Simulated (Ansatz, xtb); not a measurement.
Relative energy of two isomers of C6H8O

Structure X: `C=C1C=C[C@H](O)C1`, a singlet. Structure Y: `O=C1C[C@@H]2CC[C@H]12`, a singlet. Both are isolated molecules in the gas phase, relaxed with B3LYP-D3(BJ)/def2-SVP; each stands in its lowest conformer found.

X (Å):

```xyz
15

C     2.1649   -0.2441    1.0997
C     0.9136   -0.2043    0.6162
C     0.4888    0.4481   -0.6257
C    -0.8277    0.2786   -0.8476
C    -1.4988   -0.5015    0.2609
C    -0.3281   -0.8340    1.2310
O    -2.5720    0.2095    0.8558
H     2.4004   -0.7515    2.0388
H     2.9922    0.2277    0.5628
H     1.1798    0.9927   -1.2733
H    -1.3915    0.6664   -1.6989
H    -1.9634   -1.4228   -0.1289
H    -2.2345    1.0811    1.1067
H    -0.1982   -1.9192    1.3641
H    -0.5517   -0.4164    2.2257
```

Y (Å):

```yaml
atoms:
  - { symbol: C, position_ang: [-1.8103, -0.7241, 0.2084] }
  - { symbol: C, position_ang: [-1.9243, -2.2518, 0.3652] }
  - { symbol: C, position_ang: [-0.7953, -2.4106, -0.6868] }
  - { symbol: C, position_ang: [0.6420, -2.4055, -0.1091] }
  - { symbol: C, position_ang: [0.7131, -0.8594, -0.2602] }
  - { symbol: C, position_ang: [-0.7243, -0.8465, -0.8639] }
  - { symbol: O, position_ang: [-2.3699, 0.2053, 0.7180] }
  - { symbol: H, position_ang: [-1.7506, -2.6558, 1.3760] }
  - { symbol: H, position_ang: [-2.9092, -2.6046, 0.0157] }
  - { symbol: H, position_ang: [-1.0030, -3.0875, -1.5257] }
  - { symbol: H, position_ang: [1.3693, -2.9361, -0.7403] }
  - { symbol: H, position_ang: [0.7319, -2.7949, 0.9170] }
  - { symbol: H, position_ang: [1.4740, -0.5219, -0.9776] }
  - { symbol: H, position_ang: [0.8347, -0.2774, 0.6658] }
  - { symbol: H, position_ang: [-0.8820, -0.3012, -1.8056] }
```

Quicker runs give these differences E(Y) − E(X): GFN2-xTB −23.3 kJ/mol; HF/STO-3G −72.0 kJ/mol (at GFN2-xTB geometries); r2SCAN-D4/def2-SVP +42.3 kJ/mol (at GFN2-xTB geometries).

**Question.** Estimate E(Y) − E(X) at the level CCSD(T)/def2-SVP + ΔMP2/def2-TZVPP.

**Answer.** Calculated at CCSD(T)/def2-SVP + ΔMP2/def2-TZVPP: E(Y) − E(X) = +63.0 kJ/mol, so structure X lies lower.

How the difference moves with the method:

| level | geometry | E(Y) − E(X) (kJ/mol) | departure from the last row (kJ/mol) | job, with rough time for the two |
| --- | --- | --- | --- | --- |
| GFN2-xTB | GFN2-xTB | −23.3 | −86.2 | optimisation, 0.19 s |
| HF/STO-3G | GFN2-xTB | −72.0 | −135.0 | single point, 0.36 s |
| r2SCAN-D4/def2-SVP | GFN2-xTB | +42.3 | −20.6 | single point, 3.5 s |
| B3LYP-D3(BJ)/def2-SVP | B3LYP-D3(BJ)/def2-SVP | +47.7 | −15.3 | optimisation, 43 s |
| HF/def2-SVP | B3LYP-D3(BJ)/def2-SVP | +57.2 | −5.8 | part of the CCSD(T) run |
| MP2/def2-SVP | B3LYP-D3(BJ)/def2-SVP | +35.4 | −27.5 | part of the CCSD(T) run |
| CCSD(T)/def2-SVP | B3LYP-D3(BJ)/def2-SVP | +43.7 | −19.2 | single point |
| CCSD(T)/def2-SVP + ΔMP2/def2-TZVPP | B3LYP-D3(BJ)/def2-SVP | +63.0 |  | single point, 67 s |

As drawn, Y has 1 C=O, 3 C–C, 1 C–H in place of 2 C=C, 1 C–O, 1 O–H. Structure X has a 5-membered ring, Y 2 4-membered rings.

GFN2-xTB, HF/STO-3G put the two in the other order. The largest departure from CCSD(T)/def2-SVP + ΔMP2/def2-TZVPP is that of HF/STO-3G, 135.0 kJ/mol. The last row adds to CCSD(T) the change of the MP2 difference between the two basis sets, here +19.2 kJ/mol, a large step that makes the value less sure.

With thermal terms from frequencies at re-optimised GFN2-xTB minima (ideal gas, soft modes damped towards free rotors, one conformer each, 298.15 K, 1 atm): on the last row, ΔE + ΔZPE = +69.4, ΔH = +67.3, ΔG = +71.1 kJ/mol.

The correlated steps freeze 7 core orbitals. Run with Ansatz 0.2.0, xtb 6.7.1; the last row on 4 threads of Arm Neoverse V1 on a shared host.
